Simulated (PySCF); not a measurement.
## Telling isomers of C4H7B apart by NMR

[PySCF: spin–spin couplings from B3LYP/pcJ-1 (spin–dipole term left out of most H,H and C,H couplings); shielding tensors at PBE0/pcSseg-1 (GIAO); structure optimised with PBE0-D3(BJ)/def2-SVP; non-relativistic Hamiltonian; one averaged value for each set of equivalent atoms; a single conformation; in vacuum]

δ = σ(ref) − σ, references computed at the same level: ¹H and ¹³C against TMS. Multiplet labels drop J under 1 Hz and among equivalent protons, and merge close values. Unscaled 3J(H,H) run several per cent high. Vicinal couplings that depend on rotamer populations or ring flexing (ring, CH–CH, X–H and H–F types) are those of the one conformer. Couplings to H on boron are left out. Carbons bonded to boron are broad in practice. Shifts are as computed. Against solution values, carbons near 30 ppm lie about +2 ppm off and those near 130 ppm about +5 ppm. Of 1211 compounds with measured shifts, 218 miss one by over three times the rms of a fit or turn the order of signals round; such compounds aren't used in these exercises.

(1) Tabulate the signals of `B[C@@H]1CC1=C`, `B/C=C\C=C` and their relative energies.

(2) What is the quickest way to tell B[C@@H]1CC1=C from B/C=C\C=C?

## Answers

(1) 
```json
{"SMILES": "B[C@@H]1CC1=C", "carbon types": "1×C 1×CH 2×CH2", "δC": "141.3, 114.6, 28.2, 19.1", "δH": "6.57 (br, 2H), 5.93 (dt, 1H), 5.65 (m, 1H), 2.31 (m, 1H), 1.87 (m, 1H), 1.78 (m, 1H)", "E rel. (kcal/mol)": "14.6"}
{"SMILES": "B/C=C\\C=C", "carbon types": "3×CH 1×CH2", "δC": "169.7, 143.7, 143.1, 136.5", "δH": "7.82 (m, 1H), 7.27 (m, 1H), 7.03 (m, 1H), 6.99 (br, 2H), 5.95 (dq, 1H), 5.89 (ddt, 1H)", "E rel. (kcal/mol)": "0.0"}
```

Energies are electronic energies at PBE0/pcSseg-1 on these geometries, without zero-point or thermal terms, each for the one conformer computed, which needn't be the lowest.

(2) Both give the same number of carbon signals, but DEPT or the intensities differ. The first has a fully substituted alkene carbon (C) at 141.3 ppm, the second an alkene CH at 169.7 ppm. In the proton spectra the most deshielded non-exchanging signals are 6.57 (br, 2H) and 7.82 (m, 1H).
